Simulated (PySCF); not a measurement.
GeN(OH) + HCl → ClGeN + H₂O

Level: PBE0 in the def2-TZVP basis family, all electrons, no relativity, computed in PySCF with density fitting; open shells unrestricted.

| species | state and structure | E (Eh) | ZPE (kJ/mol) | H(298 K) − H(0) (kJ/mol) | S° (J/(mol K)) |
| --- | --- | --- | --- | --- | --- |
| GeN(OH) | singlet, Cs, Ge–N 1.636 Å, Ge–O 1.748 Å, O–H 0.964 Å; Ge–O–H 113.0°, N–Ge–O 175.5° | -2207.11792 | 40.4 | 14.0 | 278.8 |
| HCl | singlet, C∞v, H–Cl 1.279 Å | -460.66440 | 17.9 | 8.7 | 186.6 |
| ClGeN | singlet, C∞v, Ge–Cl 2.103 Å, Ge–N 1.637 Å; Cl–Ge–N 180.0° | -2591.42365 | 10.1 | 13.3 | 272.7 |
| H₂O | singlet, C2v, O–H 0.960 Å (×2); H–O–H 105.1° | -76.37736 | 56.5 | 9.9 | 188.7 |

Q: What is the electronic reaction energy?

A: At PBE0/def2-TZVP, ΔE = -49.1 kJ/mol from the differences of the total energies times 2625.5, downhill. 

Q: Add zero-point, thermal and entropy terms for 298.15 K and 1 bar.

A: ΔZPE = 8.3 and Δ[H(298) − H(0)] = 0.5 kJ/mol give ΔH° = -40.3 kJ/mol. ΔS° = -4.0 J/(mol K), so ΔG° = -40.3 − 298.15 × (-0.0040) = -39 kJ/mol and log₁₀K = 6.9.

Only the bonding shown was studied: isomers, or loss of a ligand pair, can lie lower.
